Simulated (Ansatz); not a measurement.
Computed with Ansatz on PBE0-D4/def2-TZVP structures; ΔE is electronic, products minus reactants. CBS: MP2 limit from def2 TZ/QZ plus the TZ coupled-cluster correction, frozen cores. Functionals use def2-TZVPP. B3LYP here is the variant with VWN-RPA as its local correlation; programs differ in this. Elements past krypton have def2 core potentials. For Se, Sn outer-core shells are correlated without core-valence functions, which leaves a few kJ/mol of doubt a bond. Scalar relativity is left out up to krypton. One conformer a species, not always the lowest.

Reaction (redistribution): `FCN[SiH2]Cl` + `[SeH][SnH3]` → `Cl[SiH2][SeH]` + `FC[NH][SnH3]`

```csv
level,ΔE (kJ/mol),difference from CCSD(T)/CBS
r2SCAN-D4,80.4,1.1
PBE0-D4,81.3,2.0
ωB97M-V,82.0,2.7
PBE,76.5,-2.8
r2SCAN,80.4,1.1
B3LYP,85.3,6.0
CCSD/def2-TZVPP,79.9,0.6
CCSD(T)/def2-TZVPP,76.9,-2.4
MP2/def2-QZVPP,78.6,-0.7
MP2/CBS(def2),79.3,0.0
CCSD(T)/CBS,79.3,0
```

Largest T1 diagnostic among the species: 0.013.

In def2-TZVPP, CCSD(T) changes the Hartree–Fock value by −19.5 kJ/mol (the triples alone add −3.0 kJ/mol) and MP2 by −19.5 kJ/mol. From PBE to PBE0 (25 % exact exchange), in def2-TZVPP and without D4, ΔE moves by +5.8 kJ/mol.
